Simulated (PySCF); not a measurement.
Q: Give a PBE0-D3(BJ)/def2-TZVP geometry of `C=C[Si](Cl)(Cl)Cl`.

A: 
```
atom  x, y, z in Å
C1     1.3593    0.8411   -0.1514
C2     0.6916   -0.2281    0.2681
Si3   -1.1079   -0.4764    0.0011
Cl4   -1.9355    1.1373   -0.9249
Cl5   -2.0463   -0.7639    1.7861
Cl6   -1.4403   -2.1256   -1.1478
H7     2.4248    0.9535    0.0250
H8     0.8682    1.6487   -0.6846
H9     1.2203   -1.0137    0.8045
```

Orientation and origin are arbitrary. Atoms count from 1 in this order. All 3 Cl–Si bonds measure 2.036 to 2.037 Å. Si3 (chlorine-bound silicon) is tetrahedral (angles from 107.7° to 110.9°). Of the pairs four or more bonds apart, Cl4···H8 is among the closest relative to their van der Waals radii: 2.86 Å, 97 % of the sum of Bondi's values.

Bonds between heavy atoms (Å): C1=C2 1.329, C2–Si3 1.836, Si3–Cl4 2.036, Si3–Cl5 2.037, Si3–Cl6 2.037.

Theory: PySCF 2.14.0, PBE0-D3(BJ)/def2-TZVP geometry optimisation, gas phase.

Point group: near Cs, missed by 0.11 Å at most; the miss may be what the optimiser left on a soft mode. Whether it is a minimum is left open (no frequencies).
